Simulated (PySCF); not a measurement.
V²¹⁺: ionisation energy

V²¹⁺ 1s2 (1S) → V²²⁺ 1s1 (2S), as a difference of total energies. All numbers are calculated (PySCF 2.14, no relativity, point nucleus, in an uncontracted even-tempered set (15 s from 20 bohr⁻², ratio 2.2; 7 p from 31 bohr⁻², ratio 2.4; 4 d from 93 bohr⁻², ratio 2.4; 3 f from 140 bohr⁻², ratio 2.4; 3 g from 210 bohr⁻², ratio 2.4)). Correlated levels: nothing frozen; virtual orbitals above 40 to 60 times the deepest correlated orbital energy dropped. The calculations carry no spin-orbit coupling.

```tsv
method	ionisation energy (eV)
UHF	6809.3
LDA	6787.6
PBE	6806.7
PBE0	6807.6
r2SCAN	6810.6
r2SCAN0	6810.6
BHandHLYP	6809.9
MP2 (all electrons)	6810.5
SCS-MP2 (all electrons)	6810.7
```

These non-relativistic numbers lack the scalar-relativistic shift.

For comparison: 6851.3 eV (theoretical estimate listed by NIST; NIST Atomic Spectra Database, ionization energies).
